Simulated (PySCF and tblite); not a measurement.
Values are calculated unless marked as measured or tabulated.
3 regioisomers of C₆H₅BrO:

```tsv
isomer	SMILES
A	[OH:1][c:2]1[cH:3][cH:4][cH:5][c:6]([Br:7])[cH:8]1
B	[OH:1][c:2]1[cH:3][cH:4][cH:5][cH:6][c:7]1[Br:8]
C	[OH:1][c:2]1[cH:3][cH:4][c:5]([Br:6])[cH:7][cH:8]1
```

Each isomer is a Boltzmann average at 298.15 K over at most 3 conformers: GFN2-xTB geometries, energies PBE0/pcSseg-1 (D3(BJ) added where defined), GIAO shieldings PBE0/pcSseg-1, GFN2-xTB thermal terms. Programs: PySCF with density fitting and tblite.

(1) What shifts does each isomer give (ppm)?

Spin–orbit effects of the heavy atoms on shieldings are missing. H on N, O and S are left out: they exchange, and hydrogen bonds move them by several ppm. At a carbon that bears Br the missing effect is some 10 ppm, beside I tens of ppm. Shifts are unscaled: against experiment ¹³C can be off by 15 ppm or more and ¹H by 0.8 ppm. The search found a single conformer for at least one isomer; other rotamers may be missing.

Results:

(1) 
A: ¹H (against TMS): 7.44 (H4, 1H), 7.22 (H5, 1H), 7.10 (H8, 1H), 6.82 (H3, 1H). ¹³C (against TMS): 164.0 (C2), 145.6 (C6), 135.8 (C4), 128.9 (C5), 122.8 (C8), 117.6 (C3).

B: ¹H (against TMS): 7.71 (H6, 1H), 7.52 (H4, 1H), 7.33 (H3, 1H), 7.09 (H5, 1H). ¹³C (against TMS): 160.4 (C2), 138.1 (C6), 135.1 (C4), 127.9 (C7), 125.4 (C5), 121.2 (C3).

C: ¹H (against TMS): 7.61 (H4/H7, 2H), 6.90 (H3/H8, 2H). ¹³C (against TMS): 162.8 (C2), 139.0 (C4/C7), 133.2 (C5), 120.1 (C3/C8). H not on carbon is left out.
